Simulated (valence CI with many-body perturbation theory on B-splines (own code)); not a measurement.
E1 transitions of Nb III

Method: configuration interaction combined with many-body perturbation theory (CI+MBPT): three valence electrons over a frozen Dirac-Fock core [Kr], radial functions for each j: 9 s, 9 p, 10 d, 8 f, 5 g, 3 h, 1 i, with the one-electron correlation potential Σ1 (screened to all orders), the two-electron term Σ2, the three-electron term Σ3, Breit, model QED; selected single and double excitations, second order for the rest, scaled by the run's own slope (own B-spline code, finite nucleus).

Against 24 measured levels this calculation errs by 556 cm⁻¹ on average and by 1107 at most. These come from a selection out of Shadmi, J. Res. Natl. Bur. Stand. 70A, 435 (1966). Levels without a partner in it may be off by more, other configurations by 1,000 to 8,000 cm⁻¹.

Lines 201 to 245 of 245 in falling wavelength, among levels below 79218 cm⁻¹, chosen from the strongest by gf and those to the six lowest levels. Wavelengths and rates use the calculated energies, so an error of 600 cm⁻¹ moves a line at 144.4 nm by 0.87 % and its rate by three times that or more. Electric multipoles are in the length gauge, E1 and E2 with the static RPA response of the core. Weak lines are less certain than strong ones. Lines between different terms over intervals too small for the method are left out, as are lines whose strength nearly cancels. Where a level lies close to another of its J and parity, the split of strength between their lines is uncertain. The highest levels of a list are the least certain.

Names give the largest LS component (configuration and term), which can be under half, so a name can repeat, a term be missing and a line seem to break the LS rules; names also repeat where a configuration has a term twice. Letters in brackets count levels of one name in rising energy.

```tsv
λ vac (nm)	Upper	Lower	A (s⁻¹)	S (a.u.)
144.4	4d2 5p 4D°_5/2 [a]	4d3 4F_7/2	4.08e+08	3.64e+00
144.3	4d2 5p 4D°_3/2 [a]	4d3 4F_5/2	4.82e+08	2.86e+00
144.3	4d2 5p 4D°_1/2 [a]	4d3 4F_3/2	6.55e+08	1.94e+00
144.3	4d2 5p 2D°_5/2 [a]	4d3 4F_3/2	2.74e+06	2.44e-02
143.8	4d2 5p 4D°_7/2 [a]	4d3 4F_7/2	2.62e+07	3.07e-01
143.4	4d2 5p 2G°_7/2	4d3 4F_9/2	5.00e+06	5.82e-02
143.3	4d2 5p 4D°_3/2 [a]	4d3 4F_3/2	1.13e+08	6.58e-01
143.3	4d2 5p 4P°_1/2	4d3 4P_1/2	3.93e+07	1.14e-01
143.2	4d2 5p 4P°_1/2	4d3 4P_3/2	1.58e+08	4.57e-01
143.0	4d2 5p 4D°_5/2 [a]	4d3 4F_5/2	7.76e+07	6.73e-01
142.4	4d2 5p 4D°_7/2 [a]	4d3 4F_5/2	2.93e+05	3.34e-03
142.0	4d2 5p 4D°_5/2 [a]	4d3 4F_3/2	4.40e+06	3.73e-02
141.9	4d2 5p 2G°_7/2	4d3 4F_7/2	2.36e+06	2.66e-02
141.1	4d2 5p 2G°_9/2 [a]	4d3 4F_9/2	1.54e+07	2.14e-01
140.6	4d2 5p 2G°_7/2	4d3 4F_5/2	1.98e+06	2.17e-02
139.6	4d2 5p 2G°_9/2 [a]	4d3 4F_7/2	3.49e+06	4.69e-02
139.3	4d2 5p 2S°_1/2	4d3 4F_3/2	6.59e+05	1.76e-03
135.7	4d2 5p 4S°_3/2 [a]	4d3 4F_5/2	3.28e+05	1.62e-03
134.7	4d2 5p 4S°_3/2 [a]	4d3 4F_3/2	6.99e+05	3.38e-03
133.7	4d2 5p 2F°_5/2	4d3 4F_7/2	2.15e+07	1.52e-01
133.3	4d2 5p 4S°_3/2 [b]	4d3 4F_5/2	9.80e+06	4.59e-02
133.1	4d2 5p 2F°_7/2 [b]	4d3 4F_9/2	5.03e+07	4.69e-01
132.5	4d2 5p 2F°_5/2	4d3 4F_5/2	3.13e+06	2.15e-02
132.4	4d2 5p 4S°_3/2 [b]	4d3 4F_3/2	5.63e+05	2.58e-03
132.4	4d2 5p 4D°_1/2 [b]	4d3 4F_3/2	2.11e+08	4.84e-01
132.2	4d2 5p 4D°_3/2 [b]	4d3 4F_5/2	1.59e+08	7.26e-01
131.8	4d2 5p 2F°_7/2 [b]	4d3 4F_7/2	7.59e+06	6.86e-02
131.7	4d2 5p 4D°_5/2 [b]	4d3 4F_7/2	1.30e+08	8.79e-01
131.6	4d2 5p 2F°_5/2	4d3 4F_3/2	4.55e+05	3.07e-03
131.3	4d2 5p 4D°_3/2 [b]	4d3 4F_3/2	4.03e+07	1.80e-01
130.8	4d2 5p 4D°_7/2 [b]	4d3 4F_9/2	1.54e+08	1.37e+00
130.7	4d2 5p 2P°_1/2	4d3 4F_3/2	1.54e+06	3.39e-03
130.7	4d2 5p 2F°_7/2 [b]	4d3 4F_5/2	5.91e+05	5.20e-03
130.6	4d2 5p 4D°_5/2 [b]	4d3 4F_5/2	2.74e+07	1.81e-01
130.3	4d2 5p 2D°_5/2 [b]	4d3 4F_7/2	3.04e+07	1.99e-01
129.8	4d2 5p 2D°_3/2 [b]	4d3 4F_5/2	2.80e+06	1.21e-02
129.7	4d2 5p 4D°_5/2 [b]	4d3 4F_3/2	1.11e+06	7.20e-03
129.7	4d2 5p 2G°_9/2 [b]	4d3 4F_9/2	4.67e+05	5.03e-03
129.5	4d2 5p 4D°_7/2 [b]	4d3 4F_7/2	1.86e+07	1.60e-01
129.2	4d2 5p 2D°_5/2 [b]	4d3 4F_5/2	1.19e+07	7.62e-02
129.0	4d2 5p 2D°_3/2 [b]	4d3 4F_3/2	5.34e+06	2.26e-02
128.4	4d2 5p 2G°_9/2 [b]	4d3 4F_7/2	5.39e+02	5.64e-06
128.4	4d2 5p 4D°_7/2 [b]	4d3 4F_5/2	1.04e+06	8.66e-03
128.3	4d2 5p 2D°_5/2 [b]	4d3 4F_3/2	1.00e+06	6.28e-03
126.6	4d2 5p 4P°_1/2	4d3 4F_3/2	1.79e+05	3.59e-04
```
